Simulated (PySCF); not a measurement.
## Dipole moment and polarisability of `C#C[Si@@H](N)C[SiH2][SiH3]`

C3H11NSi3.
SMILES with atom numbers: `[CH:1]#[C:2][Si@@H:3]([NH2:4])[CH2:5][SiH2:6][SiH3:7]` (hydrogens: H8 on C1; H9 on Si3; H10, H11 on N4; H12, H13 on C5; H14, H15 on Si6; H16, H17, H18 on Si7)

Structure used (GFN2-xTB), in Å, numbered top down from 1:
```
atom  x, y, z in Å
C1    -2.5679    2.3315    0.2225
C2    -2.0168    1.2669    0.3134
Si3   -1.2137   -0.4089    0.4182
N4    -2.3075   -1.7390    0.2849
C5    -0.0013   -0.5441   -1.0367
Si6    1.5396    0.5619   -0.9015
Si7    2.9354   -0.1133    0.8049
H8    -3.0378    3.2706    0.1473
H9    -0.5913   -0.5453    1.7388
H10   -3.0133   -1.8585    0.9928
H11   -2.6895   -1.9721   -0.6175
H12    0.3125   -1.5837   -1.1336
H13   -0.5277   -0.2982   -1.9597
H14    1.0805    1.9511   -0.7473
H15    2.2234    0.5221   -2.2088
H16    4.1529    0.7008    0.8853
H17    3.4019   -1.4968    0.6555
H18    2.3120   -0.0386    2.1298
```

Level: PBE0/def2-SVPD (PySCF), static field, nuclei fixed, core orbitals frozen in the response. The polarisability tensor in these axes (au):

```
x   138.65  -7.52   2.94
y    -7.52 124.89  -3.92
z     2.94  -3.92 109.45
```

**Question.** Give the principal values, the mean and the anisotropy Δα = √{½[(α1 − α2)² + (α2 − α3)² + (α1 − α3)²]}.

**Answer.** Principal values 108.46, 122.00 and 142.52 au; mean 124.33 au = 18.42 Å³ = 20.50 × 10⁻⁴⁰ C²·m²/J; Δα = 29.70 au (24 % of the mean).

**Question.** What is the dipole moment, and where does it point?

**Answer.** (-1.58, -0.25, -0.78) D, 1.79 D in size, pointing from the negative to the positive side. Measured along this direction, the outermost atoms are H16 at the negative end and H11 at the positive end.

**Question.** What depolarisation ratio follows for Rayleigh scattering of linearly polarised light, taking the static tensor?

**Answer.** ρ = 3Δα²/(45ᾱ² + 4Δα²) = 2646.4/(695582 + 3528.5) = 0.00379.

**Question.** Molar refractivity from α?

**Answer.** Lorentz–Lorenz: R = (4π/3)N_A α = 2.5225 cm³/(mol·Å³) × 18.42 Å³ = 46.5 cm³/mol, in the limit of long wavelengths.

**Question.** Refractivity n − 1 of an ideal gas of it at 298.15 K and 1 atm, from the electronic α?

**Answer.** N = p/kT = 2.4615 × 10¹⁹ cm⁻³, so n − 1 = 2π × N × 18.42 × 10⁻²⁴ cm³ = 2849 × 10⁻⁶ at long wavelengths.

**Question.** Orientational against electronic polarisability at 350 K (dilute gas, rigid molecules)?

**Answer.** In Gaussian units μ²/3kT = 21.99 Å³ against 18.42 Å³, a ratio of 1.19; the Debye molar polarisation (4π/3)N_A(α + μ²/3kT) is 102.0 cm³/mol, leaving out the vibrational part.

**Question.** Find the Langevin capture rate constant for H3O+ (19.018 u) meeting this molecule (145.020 u), k = 2.342 × 10⁻⁹ cm³/s × √(α in Å³ / reduced mass in u).

**Answer.** The reduced mass is 16.81 u, so k = 2.45 × 10⁻⁹ cm³/s. The formula leaves out the permanent dipole, which adds to the capture rate.

Isolated species at its GFN2-xTB geometry (one conformer only).
